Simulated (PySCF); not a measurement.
AlFGeH₄O. Atoms are numbered in the order given.

```xyz
8

Al     0.2782     0.6310    -0.8214
F      1.8289     0.6087    -1.4374
Ge    -0.3461    -0.8106     1.0501
H     -0.1186    -2.2954     0.7054
H      0.5037    -0.4972     2.2971
H     -1.8276    -0.6293     1.4252
O     -0.8566     1.6756    -1.5204
H     -0.7069     2.2758    -2.2534
```

Coordinates come from a PBE0-D3(BJ)/def2-SVP optimisation. The structure was generated by enumeration; whether it is a known compound was not checked. One conformer was computed; it need not be the lowest.

The numbers are results of C-PCM-M06-2X/def2-SVP in PySCF, not measurements.

The values are the electrostatic part of the solvation free energy, E(continuum) − E(gas) at the gas-phase geometry, in a cavity of scaled van der Waals radii (PySCF's table); cavitation and dispersion terms are not included. A continuum can't describe solvent molecules that bind to the metal. In vacuum the orbital gap is 9.11 eV. The dipole moment in vacuum is 0.96 D.

Task: Estimate the values in water (ε = 78.36), chlorobenzene (ε = 5.70), cyclohexanone (ε = 15.62). (The exact figures need the calculation; the answer reports its results.)

Result: 
| solvent | ε | ΔG(elec) (kcal/mol) | dipole (D) | gap (eV) |
|---|---|---|---|---|
| water | 78.36 | -7.9 | 1.21 | 9.31 |
| chlorobenzene | 5.70 | -6.5 | 1.16 | 9.27 |
| cyclohexanone | 15.62 | -7.4 | 1.19 | 9.30 |
